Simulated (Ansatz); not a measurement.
Single points on (H3Ge)2CH2 (CH8Ge2).

```yaml
crystal:
  periodic: [false, false, false]
  atoms:
    - {symbol: Ge, position_ang: [-0.951858, -1.308270, 0.388819]}
    - {symbol: H, position_ang: [-1.611790, -1.817939, 1.681594]}
    - {symbol: H, position_ang: [0.011049, -2.385554, -0.136913]}
    - {symbol: H, position_ang: [-2.043956, -1.064109, -0.665490]}
    - {symbol: C, position_ang: [0.027050, 0.352559, 0.729783]}
    - {symbol: Ge, position_ang: [0.935173, 1.090322, -0.839897]}
    - {symbol: H, position_ang: [1.969337, 0.082215, -1.367232]}
    - {symbol: H, position_ang: [-0.088291, 1.375955, -1.951228]}
    - {symbol: H, position_ang: [1.655617, 2.400316, -0.477386]}
    - {symbol: H, position_ang: [0.775282, 0.168692, 1.518510]}
    - {symbol: H, position_ang: [-0.677611, 1.105802, 1.119449]}
basis:
  gaussian: {orbitals: def2-SVP, initial_orbitals: start.molden}
hamiltonian: {xc: pbe, dispersion: d4}
scf: {omitted_lower_state_checks: [starts]}
output: {orbitals: {seedname: orbitals}}
```

The file start.molden holds the orbitals of an earlier run on this structure, at another level or in another basis.

```sh
$ ansatz run in.yaml --threads 4 --pin off --events-out ev --progress --plain --max-ram 3916MiB
```

Shortened log:

```
Functional definition: PBE
1324 factors; their error is unknown
mean field evaluation 1: about -114169.2200 eV, gradient 8.5e0 eV
mean field evaluation 2: about -114169.3536 eV, gradient 1.1e-1 eV
mean field evaluation 4: about -114169.2793 eV, gradient 7.6e-5 eV
mean field -114169.27928763 eV, -4195.6436271035 hartree, gradient 8.1e-5 eV, S^2 0.000000; 0 other end points of the search recorded, 0 dependent functions left out
reference -114169.27933005 eV, -4195.6436286624 hartree; 39, 39 occupied and 79, 79 virtual orbitals, 1324 factors
Total energy: -114169.49399663 eV, -4195.6515175136 hartree
Checks for a lower state left out: starts
```

Hardware: 4 threads of Arm Neoverse V1 on a shared host. Wall time 0.85 s.

The first input with `gaussian: {orbitals: 6-31G}`, `hamiltonian: {xc: hf}` (abridged; 0.55 s):

```
Functional definition: HF
mean field -114084.32600863 eV, -4192.5216516835 hartree, gradient 1.6e-5 eV, S^2 0.000000
Total energy: -114084.32600863 eV, -4192.5216516835 hartree
Checks for a lower state left out: starts
```

The first input with `gaussian: {orbitals: def2-TZVPD, initial_orbitals: start.molden}`, `hamiltonian: {xc: r2scan, dispersion: d4}` (abridged; 5.5 s):

```
Functional definition: r2SCAN
mean field -114202.80354035 eV, -4196.8756206674 hartree, gradient 8.3e-6 eV, S^2 0.000000
Total energy: -114202.85505219 eV, -4196.8775136927 hartree
Checks for a lower state left out: starts
```

As the first input, with `gaussian: {orbitals: def2-TZVP, initial_orbitals: start.molden}`, `hamiltonian: {xc: {name: B97M-V}}` (abridged; 7 s):

```
Functional definition: B97M-V
mean field -114183.12689447 eV, -4196.1525172686 hartree, gradient 1.1e-5 eV, S^2 0.000000
Total energy: -114183.12695992 eV, -4196.1525196739 hartree
Checks for a lower state left out: starts
```

First input, but with `gaussian: {orbitals: def2-TZVP, initial_orbitals: start.molden}`, `hamiltonian: {xc: {name: wB97M-V}}` (abridged; 7.5 s):

```
Functional definition: wB97M-V
mean field -114196.42090220 eV, -4196.6410630415 hartree, gradient 1.0e-5 eV, S^2 0.000000
Total energy: -114196.42095518 eV, -4196.6410649885 hartree
Checks for a lower state left out: starts
```

As the first input, with `hamiltonian: {xc: pbe0, dispersion: d4}` (abridged; 1.6 s):

```
Functional definition: PBE0
mean field -114172.85711150 eV, -4195.7751097056 hartree, gradient 2.7e-5 eV, S^2 0.000000
Total energy: -114173.03934920 eV, -4195.7818068174 hartree
Checks for a lower state left out: starts
```

First input, but with `gaussian: {orbitals: def2-TZVP, initial_orbitals: start.molden}`, `hamiltonian: {xc: r2scan, dispersion: d4}` (abridged; 3.6 s):

```
Functional definition: r2SCAN
mean field -114202.77980255 eV, -4196.8747483193 hartree, gradient 2.3e-5 eV, S^2 0.000000
Total energy: -114202.83131331 eV, -4196.8766413049 hartree
Checks for a lower state left out: starts
```

Geometry: r2SCAN-D4/def2-SVP.

The 6-31G sets use Cartesian d functions.
